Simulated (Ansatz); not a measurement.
System: ZrH$_{2}$ (charge 0, singlet). This is an excited singlet: at this geometry the triplet lies 0.18 eV lower at CCSD(T)/CBS(def2-TZVPPD,def2-QZVPPD). 
Structure (B3LYP-D3(BJ)/def2-TZVP (Ansatz, an electronic-structure program) minimum search):
SMILES: [ZrH2]
```xyz
3

Zr     0.0018     0.0025    -0.0440
H      1.5340    -0.0629     0.9423
H     -1.6052    -0.0361     0.8168
```
Charge 0, spin multiplicity 1.

Quantity: vertical triplet-singlet gap (E(triplet) - E(singlet); each state is the SCF solution reached for its spin; for the singlet the Hartree-Fock reference is unstable and T1 is 0.027), in kcal/mol. Cores are frozen in the correlated levels unless marked. UHF or UKS for open shells. No spin-orbit coupling. The frozen core is the preceding noble-gas configuration, with the filled d and f shells of earlier blocks. Past Kr the def2 sets carry scalar-relativistic core potentials. Basis-set limits of correlation are two-point, X^-3; Hartree-Fock from the larger set. [CCSD(T)-MP2]/basis is that difference in the basis named.

```csv
level,program,vertical triplet-singlet gap (kcal/mol)
B3LYP/def2-TZVPD,Ansatz,-10.7
PBE0/def2-TZVPD,Ansatz,-15.1
wB97M-V/def2-TZVPD,Ansatz,-7.1
"RI-MP2/CBS(def2-TZVPPD,def2-QZVPPD)",Ansatz,-11.5
SCS-MP2/def2-TZVPPD,Ansatz,-7.9
SCS-MP2/def2-QZVPPD,Ansatz,-7.2
"CCSD/CBS(def2-TZVPPD,def2-QZVPPD)",Ansatz,-6.5
"RI-MP2/CBS(def2-TZVPPD,def2-QZVPPD)+[CCSD(T)-MP2]/def2-SVPD",Ansatz,-2.1
"RI-MP2/CBS(def2-TZVPPD,def2-QZVPPD)+[CCSD(T)-MP2]/def2-QZVPPD",Ansatz,-3.8
"CCSD(T)/CBS(def2-TZVPPD,def2-QZVPPD)",Ansatz,-4.0
```
